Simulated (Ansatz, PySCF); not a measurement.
Dimer: CH2O (SMILES C=O) (first 4 atoms) with CH6Si (SMILES C[SiH3]); geometry from B3LYP-D3(BJ)/def2-TZVP, rigid monomers moved along the line of their centres of mass till O2···Si6 is 3.78 Å.
(charge 0, multiplicity 1):
```xyz
12

C      0.172     0.234    -0.280
O     -0.816    -0.035     0.346
H      1.151     0.388     0.211
H      0.153     0.341    -1.381
C     -1.396    -0.564     4.215
Si     0.393    -0.097     3.927
H     -1.470    -1.546     4.687
H     -1.931    -0.594     3.266
H     -1.887     0.161     4.868
H      1.131    -0.052     5.216
H      0.514     1.241     3.298
H      1.081    -1.081     3.056
```

Counterpoise-corrected where a basis set is named; no monomer relaxation.

Cores are frozen in the correlated methods.

Programs: Ansatz (a program for electronic structure); PySCF for the dispersion terms. Values without a source in brackets are computed.

PBE/def2-TZVPPD gives -53.8 meV for the interaction energy.

### Question
How do the other levels lie against it? Give each less PBE: PBE-D3(BJ)/def2-TZVPPD, r2SCAN/def2-TZVPPD, B3LYP/def2-TZVPPD, wB97M-V/def2-TZVPPD, MP2/aug-cc-pV(D+d)Z, CCSD(T)/aug-cc-pV(D+d)Z.

### Answer
PBE-D3(BJ)/def2-TZVPPD -36.0; r2SCAN/def2-TZVPPD -11.7; B3LYP/def2-TZVPPD 24.0; wB97M-V/def2-TZVPPD -28.4; MP2/aug-cc-pV(D+d)Z -23.0; CCSD(T)/aug-cc-pV(D+d)Z -23.9 meV. 1 of 6 lie above PBE; the widest gap is to PBE-D3(BJ)/def2-TZVPPD.
